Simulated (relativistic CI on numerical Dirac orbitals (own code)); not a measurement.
Slater and spin-orbit integrals, La²⁷⁺

Method of calculation: Dirac-Coulomb-Breit CI, separate exchange-only KLI orbitals for each configuration, model QED (radiative potential, 1s self-energy scaled to tabulated hydrogen-like ionisation energies), unscaled Slater integrals (own radial code, finite nucleus).

Slater integrals F^k, G^k are unscaled and averaged over j, outside the closed core [Ar] 3d10; ζ comes from projecting the Hamiltonian with its Breit term on Σ l·s of the shell.

- 4s.4p: G^1(4s,4p) = 226700, ζ(4p) = 129850 cm⁻¹; <r>(4s) = 0.5801, <r^2>(4s) = 0.3777, <r>(4p) = 0.5938, <r^2>(4p) = 0.3981 (bohr units).
- 4p2: F^2(4p,4p) = 173030, ζ(4p) = 129730 cm⁻¹; <r>(4p) = 0.5942, <r^2>(4p) = 0.3988 (bohr units).
- 4s.4d: G^2(4s,4d) = 166440, ζ(4d) = 15571 cm⁻¹; <r>(4s) = 0.5803, <r^2>(4s) = 0.378, <r>(4d) = 0.6001, <r^2>(4d) = 0.4112 (bohr units).

Averages of the first 10 configurations, taken without configuration mixing, which lowers the lowest level and can move excited configurations by several eV; other configurations of the list can lie among them:

```csv
Configuration,Parity,States,Average energy above the lowest level (eV)
4s2,even,1,1.9
4s.4p,odd,12,72.4
4p2,even,15,150.6
4s.4d,even,20,181.5
4d2,even,45,364.4
4s.4f,odd,28,288.0
4p.4d,odd,60,256.4
4f2,even,91,575.9
4p.4f,even,84,363.0
4d.4f,odd,140,469.3
```
